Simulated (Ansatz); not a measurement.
Born–Oppenheimer molecular dynamics of C2H12N4Si (19 atoms, charge 0, multiplicity 1). It goes on from the last frame of an earlier run, with new velocities.

All numbers below come from RKS r2SCAN-D4/STO-3G (Ansatz 0.2.0).

| Item | Value |
| --- | --- |
| ensemble | NVT, Nosé–Hoover chain |
| time step | 1 fs |
| steps asked | 150 |
| set temperature | 500 K |
| thermostat | time constant 20 fs, chain length 1 |
| seed | 120171 |

First frame:

```xyz
19
Properties=species:S:1:pos:R:3
Si 0.049 -0.063 -0.032
N 0.168 -0.330 1.760
C -1.172 -0.379 2.425
H -1.971 -0.813 1.739
H -1.156 -0.908 3.402
H -1.513 0.657 2.646
C 1.065 0.509 2.618
H 1.177 0.003 3.610
H 2.088 0.521 2.195
H 0.675 1.529 2.805
N 1.748 0.023 -0.561
H 2.196 -0.843 -0.187
H 1.853 -0.183 -1.603
N -0.810 1.448 -0.506
H -1.054 1.893 0.441
H 0.024 2.065 -0.703
N -1.007 -1.350 -0.593
H -0.592 -2.306 -0.653
H -1.330 -1.138 -1.563
```

(1) What does the run give?

(2) What happens to the structure?

(3) How do temperature and energy run in time?

Results:

(1) The run went to its last step.

| Item | Value |
| --- | --- |
| steps done | 150 |
| time covered | 150 fs |
| mean temperature over the second half | 424 K |
| spread of the potential energy over the second half | 14.2 meV per atom |
| mean potential energy of the second half above the start | 40.5 meV per atom |

The conserved energy stayed within 2.5 meV per atom of its start (net change 0.53 meV per atom), so the integration is sound. The mean temperature of the second half is 15 % below the set value. A run of 0.15 ps of so small a system gives no equilibrium averages. Limits of this set-up: minimal basis.

(2) The same pairs are bonded in the first frame and the last. Pairs count as bonded within 1.25 times the sum of covalent radii (0.12 Å more for H–H). This is one draw of velocities; another would differ in detail.

(3) 
```tsv
time (fs)	T (K)	potential energy less start (eV)	conserved less start (meV/atom)
0	500	0.000	0.00
7	313	0.441	0.79
14	291	0.560	0.66
21	431	0.397	0.65
28	467	0.485	0.40
35	393	0.904	0.75
42	418	1.140	1.45
49	662	0.967	0.84
56	636	1.416	2.43
63	935	0.999	1.04
70	711	1.507	2.21
77	797	1.059	1.35
84	500	1.331	1.26
91	452	1.073	1.09
98	495	0.708	0.55
105	388	0.724	0.58
112	277	0.805	0.81
119	353	0.529	0.45
126	399	0.388	-0.16
133	334	0.573	0.64
140	261	0.801	0.51
147	450	0.540	0.43
```

Time of the run: 7.7 min on 1 thread of AMD EPYC 9B45 (Zen 5), on a shared host, peak memory 0.16 GiB.
